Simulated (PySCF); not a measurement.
methoxycyclobutane (C₅H₁₀O), SMILES COC1CCC1. The structure is a stationary point at PBE-D3(BJ)/def2-SVP. The values are those of a single conformer.

Computed equilibrium geometry at PBE-D3(BJ)/def2-SVP (PySCF confirms it by a frequency run) as Cartesian coordinates in Å (one conformer of several):
```xyz
16

C      2.1940     0.8387    -0.0566
O      1.3230    -0.1671     0.4049
C     -0.0290     0.2033     0.3381
C     -0.7504     0.2310    -1.0421
C     -1.9657    -0.4357    -0.3450
C     -1.0187    -0.8807     0.8005
H      2.0970     1.7826     0.5353
H      3.2305     0.4628     0.0477
H      2.0191     1.0944    -1.1299
H     -0.1972     1.1678     0.8821
H     -0.2443    -0.4732    -1.7340
H     -0.8978     1.2034    -1.5531
H     -2.5060    -1.2265    -0.9010
H     -2.7061     0.3146    -0.0014
H     -1.3831    -0.8500     1.8462
H     -0.5770    -1.8777     0.5998
```
